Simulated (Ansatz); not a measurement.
Ansatz (a first-principles code) input (PBE0/def2-QZVPP):
A basis named .json is the Basis Set Exchange file of that set.

Ansatz 0.2 input:
```yaml
crystal:
  periodic: [false, false, false]
  atoms:
    - {symbol: Zr, position_ang: [0.00770858, -0.24438836, -0.39852878]}
    - {symbol: O, position_ang: [-1.55515037, -1.25688567, -0.01870773]}
    - {symbol: Cl, position_ang: [-0.71254140, 1.91891387, -0.36648771]}
    - {symbol: Cl, position_ang: [1.42623904, -0.75240683, 1.31300612]}
basis:
  gaussian:
    orbitals: def2-QZVPP.json
hamiltonian:
  xc: {name: PBE0}
total_charge: 1
magnetization: {spin_polarized: true, initial_magnetization: 1}
```

Output:

```
Functional definition: PBE0
integrals: 0.25 GiB planned
1344 factors; their error is unknown
mean field: 2.64 GiB planned
mean field evaluation 1: about -28336.3304 eV, gradient 7.4e1 eV
mean field evaluation 2: about -28065.3215 eV, gradient 1.9e2 eV
mean field evaluation 4: about -28356.6968 eV, gradient 2.3e1 eV
mean field evaluation 8: about -28359.6805 eV, gradient 3.3e-1 eV
mean field evaluation 16: about -28359.7208 eV, gradient 2.1e-3 eV
mean field evaluation 32: about -28359.4540 eV, gradient 6.1e0 eV
mean field -28359.72075058 eV, -1042.2005146748 hartree, gradient 1.6e-5 eV, S^2 0.760345; 2 other end points of the search recorded, 0 dependent functions left out
reference -28359.72078252 eV, -1042.2005158484 hartree; 27, 26 occupied and 251, 252 virtual orbitals, 1344 factors
Total energy: -28359.72078252 eV, -1042.2005158484 hartree
```

The spin state was set by rule; other spins were not relaxed.
